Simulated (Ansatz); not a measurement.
# InH3 (SMILES [H][In]([H])[H]): methods side by side

InH3: 4 atoms, total charge 0, spin state singlet. SMILES: `[H][In]([H])[H]`. Geometry: a GFN2-xTB relaxation, a rough one for these elements and not checked as a minimum.

| atom | x (Å) | y (Å) | z (Å) |
| --- | --- | --- | --- |
| In | 0.0006 | -0.0007 | -0.0005 |
| H | 1.7189 | -0.0278 | 0.0135 |
| H | -0.8345 | 1.5014 | -0.0178 |
| H | -0.8851 | -1.4729 | 0.0048 |

Each level gives the energy change with the In1–H2 bond stretched from 1.719 to 4.296 Å (eV). The values are calculated.

| level | kind | program | value (eV) | less FCI/STO-3G |
| --- | --- | --- | --- | --- |
| HF/STO-3G (restricted) | Hartree–Fock | Ansatz | 9.31 | +4.78 |
| PBE/STO-3G (restricted) | GGA | Ansatz | 6.43 | +1.90 |
| BHLYP/STO-3G (restricted) | global hybrid | Ansatz | 7.98 | +3.45 |
| PBE0/STO-3G (restricted) | global hybrid | Ansatz | 7.26 | +2.73 |
| CAM-B3LYP/STO-3G (restricted) | range-separated hybrid | Ansatz | 7.87 | +3.34 |
| MP2/STO-3G (restricted) | perturbation theory | Ansatz | 5.97 | +1.44 |
| CCSDT(Q)/STO-3G (restricted) | coupled cluster or CI | Ansatz | 4.53 | 0.00 |
| CCSDT/STO-3G (restricted) | coupled cluster or CI | Ansatz | 4.54 | +0.01 |
| FCI/STO-3G | exact in the basis | Ansatz | 4.53 | 0.00 |

FCI/STO-3G is exact within its basis and frozen core, so for wave-function methods in that basis the difference is their error; functionals converge differently with the basis, so for them it is only a difference. Spin-restricted single references rise too steeply as a bond breaks, Hartree–Fock most of all. Perturbation and coupled-cluster corrections on them can overshoot downwards. All-electron rows without a relativistic Hamiltonian named are non-relativistic. The first shape isn't each level's own minimum. The values span 4.53 to 9.31 eV. All rows use very small basis sets, so even the best lies far from the true value. In the correlated wave-function rows the outer d shell of In is correlated, in sets not made for it.
